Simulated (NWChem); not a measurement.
System: C2H4F2 cation, doublet; SMILES of the neutral closed-shell parent FC(C)F

Input file for NWChem:

```
start job
memory heap 200 mb stack 900 mb global 1100 mb
charge 1
geometry units angstroms
  C     -1.436152    -0.316829     0.359421
  C      0.043085    -0.020953     0.264903
  F      0.777527    -0.910324    -0.376303
  F      0.372422     1.189728    -0.143847
  H     -1.816994    -0.281878    -0.684467
  H     -1.636325    -1.320677     0.741703
  H     -1.975612     0.438176     0.936392
  H      0.354939    -0.083150     1.370368
end
basis spherical
  * library 6-31g*
end
dft
  odft
  mult 2
  xc b3lyp
  iterations 150
end
driver
  maxiter 120
end
task dft optimize
task dft freq
```

Excerpt of the output:

```
             Northwest Computational Chemistry Package (NWChem) 7.3.0
             --------------------------------------------------------

 C1  symmetry detected

                             Geometry "geometry" -> ""
                             -------------------------

 Output coordinates in angstroms (scale by  1.889725989 to convert to a.u.)

  No.       Tag          Charge          X              Y              Z
 ---- ---------------- ---------- -------------- -------------- --------------
    1 C                    6.0000     0.00207612     1.41043137    -0.09199719
    2 C                    6.0000     0.00022140    -0.06125163     0.25262443
    3 F                    9.0000    -1.07651127    -0.74143965    -0.09309509
    4 F                    9.0000     1.07485006    -0.74435081    -0.09354991
    5 H                    1.0000    -0.00505500     1.45908793    -1.20264837
    6 H                    1.0000    -0.89806644     1.92119235     0.25841139
    7 H                    1.0000     0.90375965     1.91875440     0.25803093
    8 H                    1.0000     0.00052752    -0.02199904     1.40224758

 Effective nuclear repulsion energy (a.u.)     133.2198817731

                                Z-matrix (autoz)
                                --------

 Units are Angstrom for bonds and degrees for angles

      Type          Name      I     J     K     L     M      Value
      ----------- --------  ----- ----- ----- ----- ----- ----------
    1 Stretch                  1     2                       1.51150
    2 Stretch                  1     5                       1.11174
    3 Stretch                  1     6                       1.09267
    4 Stretch                  1     7                       1.09268
    5 Stretch                  2     3                       1.31967
    6 Stretch                  2     4                       1.31958
    7 Stretch                  2     8                       1.15029
    8 Bend                     1     2     3               116.30295
    9 Bend                     1     2     4               116.30933
   10 Bend                     1     2     8               101.22382
   11 Bend                     2     1     5               105.68705
   12 Bend                     2     1     6               112.39586
   13 Bend                     2     1     7               112.39130
   14 Bend                     3     2     4               109.20283
   15 Bend                     3     2     8               106.23794
   16 Bend                     4     2     8               106.23826
   17 Bend                     5     1     6               107.13565
   18 Bend                     5     1     7               107.75569
   19 Bend                     6     1     7               111.07672
   20 Torsion                  3     2     1     5         -65.03998
   21 Torsion                  3     2     1     6          51.49419
   22 Torsion                  3     2     1     7         177.68305
   23 Torsion                  4     2     1     5          65.78074
   24 Torsion                  4     2     1     6        -177.68509
   25 Torsion                  4     2     1     7         -51.49623
   26 Torsion                  5     1     2     8        -179.62801
   27 Torsion                  6     1     2     8         -63.09384
   28 Torsion                  7     1     2     8          63.09502

                           NWChem Geometry Optimization
                           ----------------------------

 maximum gradient threshold         (gmax) =   0.000450
 rms gradient threshold             (grms) =   0.000300
 maximum cartesian step threshold   (xmax) =   0.001800
 rms cartesian step threshold       (xrms) =   0.001200
 fixed trust radius                (trust) =   0.300000
 source of zmatrix                         =   autoz

          -------------------
          Energy Minimization
          -------------------

 Using diagonal initial Hessian
 Scaling for Hessian diagonals: bonds = 1.00  angles = 0.25  torsions = 0.10

          --------
          Step   0

                                 NWChem DFT Module
                                 -----------------

 Summary of "ao basis" -> "ao basis" (spherical)
 ------------------------------------------------------------------------------
       Tag                 Description            Shells   Functions and Types
 ---------------- ------------------------------  ------  ---------------------
 C                           6-31g*                  6       14   3s2p1d
 F                           6-31g*                  6       14   3s2p1d
 H                           6-31g*                  2        2   2s

            General Information
            -------------------
          SCF calculation type: DFT
          Wavefunction type:  spin polarized.
          No. of atoms     :     8
          No. of electrons :    33
           Alpha electrons :    17
            Beta electrons :    16
          Charge           :     1
          Spin multiplicity:     2
          Use of symmetry is: off; symmetry adaption is: off
          Maximum number of iterations: 150
          AO basis - number of functions:    64
                     number of shells:    32
          Convergence on energy requested:  1.00D-06
          Convergence on density requested:  1.00D-05
          Convergence on gradient requested:  5.00D-04

              XC Information
              --------------
                         B3LYP Method XC Potential
                     Hartree-Fock (Exact) Exchange  0.200
                        Slater Exchange Functional  0.800 local
                    Becke 1988 Exchange Functional  0.720 non-local
              Lee-Yang-Parr Correlation Functional  0.810
                  VWN I RPA Correlation Functional  0.190 local

             Grid Information
             ----------------
          Grid used for XC integration:  medium
          Radial quadrature: Mura-Knowles
          Angular quadrature: Lebedev.
          Tag              B.-S. Rad. Rad. Pts. Rad. Cut. Ang. Pts.
          ---              ---------- --------- --------- ---------
          C                   0.70       49           7.0       434
          F                   0.50       49           9.0       434
          H                   0.35       45           8.0       434
          Grid pruning is: on
          Number of quadrature shells:   376
          Spatial weights used:  Erf1

      Superposition of Atomic Density Guess
      -------------------------------------

 Sum of atomic energies:        -276.05810250

 Renormalizing density from      34.00 to     33

      Non-variational initial energy
      ------------------------------

 Total energy =    -272.390732
 1-e energy   =    -627.127867
 2-e energy   =     221.517253
 HOMO         =      -0.659134
 LUMO         =      -0.121067

   convergence    iter        energy       DeltaE   RMS-Dens  Diis-err
 ---------------- ----- ----------------- --------- --------- ---------
 d= 0,ls=0.0,diis     1   -277.6594005045 -4.11D+02  1.47D-02  5.39D-01
                                                     1.54D-02  5.43D-01
 d= 0,ls=0.0,diis     2   -277.2368506216  4.23D-01  9.64D-03  1.95D+00
                                                     9.91D-03  1.76D+00
 d= 0,ls=0.0,diis     3   -277.8667929203 -6.30D-01  1.01D-03  5.79D-03
                                                     1.22D-03  5.88D-03
 d= 0,ls=0.0,diis     4   -277.8680500100 -1.26D-03  5.43D-04  3.86D-03
                                                     5.79D-04  3.59D-03
 d= 0,ls=0.0,diis     5   -277.8699165656 -1.87D-03  8.56D-05  5.45D-05
                                                     1.55D-04  4.66D-05
  Resetting Diis
 d= 0,ls=0.0,diis     6   -277.8699530248 -3.65D-05  5.52D-05  2.39D-05
                                                     5.80D-05  1.54D-05
 d= 0,ls=0.0,diis     7   -277.8699634874 -1.05D-05  4.05D-05  4.54D-06
                                                     4.92D-05  3.08D-06
 d= 0,ls=0.0,diis     8   -277.8699609966  2.49D-06  2.16D-05  1.33D-05
                                                     3.43D-05  1.39D-05
 d= 0,ls=0.0,diis     9   -277.8699658600 -4.86D-06  4.66D-06  2.40D-07
                                                     1.23D-05  2.31D-07
 d= 0,ls=0.0,diis    10   -277.8699660186 -1.59D-07  4.79D-06  2.30D-07
                                                     5.88D-06  1.59D-07

[...]

      ----------------------
      Optimization converged
      ----------------------

  Step       Energy      Delta E   Gmax     Grms     Xrms     Xmax
  ---- ---------------- -------- -------- -------- -------- --------
@   10    -277.88247745  2.9D-09  0.00006  0.00002  0.00027  0.00061
                                     ok       ok       ok       ok

                                Z-matrix (autoz)
                                --------

 Units are Angstrom for bonds and degrees for angles

      Type          Name      I     J     K     L     M      Value     Gradient
      ----------- --------  ----- ----- ----- ----- ----- ---------- ----------
    1 Stretch                  1     2                       1.85873   -0.00002
    2 Stretch                  1     5                       1.09144    0.00001
    3 Stretch                  1     6                       1.08996    0.00002
    4 Stretch                  1     7                       1.08995    0.00002
    5 Stretch                  2     3                       1.29107    0.00006
    6 Stretch                  2     4                       1.29096   -0.00001
    7 Stretch                  2     8                       1.10284    0.00002
    8 Bend                     1     2     3               104.75107   -0.00001
    9 Bend                     1     2     4               104.75461   -0.00001
   10 Bend                     1     2     8                97.27661   -0.00001
   11 Bend                     2     1     5                98.40083    0.00001
   12 Bend                     2     1     6               101.19009   -0.00001
   13 Bend                     2     1     7               101.17899   -0.00001
   14 Bend                     3     2     4               114.46161    0.00001
   15 Bend                     3     2     8               116.19724    0.00001
   16 Bend                     4     2     8               116.20328    0.00001
   17 Bend                     5     1     6               116.85896    0.00001
   18 Bend                     5     1     7               116.85589    0.00000
   19 Bend                     6     1     7               116.98036   -0.00001
   20 Torsion                  3     2     1     5         -60.30712    0.00000
   21 Torsion                  3     2     1     6          59.34693    0.00001
   22 Torsion                  3     2     1     7        -179.95479   -0.00001
   23 Torsion                  4     2     1     5          60.49940    0.00000
   24 Torsion                  4     2     1     6        -179.84655    0.00001
   25 Torsion                  4     2     1     7         -59.14827   -0.00001
   26 Torsion                  5     1     2     8        -179.90009    0.00000
   27 Torsion                  6     1     2     8         -60.24604    0.00001
   28 Torsion                  7     1     2     8          60.45224   -0.00001

                         Geometry "geometry" -> "geometry"
                         ---------------------------------

 Output coordinates in angstroms (scale by  1.889725989 to convert to a.u.)

  No.       Tag          Charge          X              Y              Z
 ---- ---------------- ---------- -------------- -------------- --------------
    1 C                    6.0000     0.00086321     1.56523635    -0.16560760
    2 C                    6.0000    -0.00031220    -0.21719251     0.36148395
    3 F                    9.0000    -1.08666814    -0.70637065    -0.13591650
    4 F                    9.0000     1.08445712    -0.70824616    -0.13724416
    5 H                    1.0000    -0.00177643     1.41196386    -1.24623201
    6 H                    1.0000    -0.92685434     1.91932327     0.28380454
    7 H                    1.0000     0.93162441     1.91663507     0.27959169
    8 H                    1.0000     0.00046841    -0.04092429     1.45014386

 Effective nuclear repulsion energy (a.u.)     130.2673062911

                Final and change from initial internal coordinates
                --------------------------------------------------

                                Z-matrix (autoz)
                                --------

 Units are Angstrom for bonds and degrees for angles

[...]

 Rotational Constants
 --------------------
 A=   0.318847 cm-1  (  0.458739 K)
 B=   0.262025 cm-1  (  0.376987 K)
 C=   0.161317 cm-1  (  0.232094 K)

 Temperature                      =   298.15K
 frequency scaling parameter      =   1.0000

 Zero-Point correction to Energy  =   35.917 kcal/mol  (  0.057238 au)
 Thermal correction to Energy     =   39.037 kcal/mol  (  0.062210 au)
 Thermal correction to Enthalpy   =   39.630 kcal/mol  (  0.063154 au)

 Total Entropy                    =   69.878 cal/mol-K
   - Translational                =   38.463 cal/mol-K (mol. weight =  66.0281)
   - Rotational                   =   24.286 cal/mol-K (symmetry #  =        1)
   - Vibrational                  =    7.129 cal/mol-K

 Cv (constant volume heat capacity) =   16.143 cal/mol-K
   - Translational                  =    2.979 cal/mol-K
   - Rotational                     =    2.979 cal/mol-K
   - Vibrational                    =   10.184 cal/mol-K

[normal modes left out]

 ----------------------------------------------------------------------------
 Normal Eigenvalue ||           Projected Infra Red Intensities
  Mode   [cm**-1]  || [atomic units] [(debye/angs)**2] [(KM/mol)] [arbitrary]
 ------ ---------- || -------------- ----------------- ---------- -----------
    1       -0.000 ||    0.012250           0.283        11.942       4.865
    2       -0.000 ||    0.002917           0.067         2.844       1.159
    3       -0.000 ||    0.002987           0.069         2.912       1.186
    4       -0.000 ||    0.012875           0.297        12.551       5.113
    5        0.000 ||    0.008713           0.201         8.494       3.461
    6        0.000 ||    0.023086           0.533        22.506       9.169
    7      192.149 ||    0.000262           0.006         0.255       0.104
    8      270.326 ||    0.000433           0.010         0.423       0.172
    9      331.002 ||    0.009680           0.223         9.437       3.845
   10      408.217 ||    0.022513           0.519        21.947       8.942
   11      598.641 ||    0.012479           0.288        12.165       4.956
   12      760.301 ||    0.001705           0.039         1.662       0.677
   13      761.325 ||    0.000548           0.013         0.534       0.218
   14     1091.853 ||    0.010050           0.232         9.797       3.991
   15     1241.161 ||    0.109953           2.537       107.187      43.670
   16     1256.801 ||    0.074005           1.707        72.143      29.392
   17     1284.696 ||    0.010417           0.240        10.155       4.137
   18     1421.354 ||    0.009640           0.222         9.398       3.829
   19     1435.942 ||    0.011658           0.269        11.365       4.630
   20     1450.067 ||    0.153475           3.541       149.615      60.956
   21     3044.632 ||    0.054033           1.247        52.675      21.460
   22     3085.923 ||    0.014455           0.333        14.091       5.741
   23     3245.839 ||    0.025874           0.597        25.224      10.276
   24     3256.219 ||    0.020269           0.468        19.760       8.050
 ----------------------------------------------------------------------------
```

Level: B3LYP/6-31G* (spherical d), spin-unrestricted. The spin multiplicity was typed, not searched, and may not be the lowest.
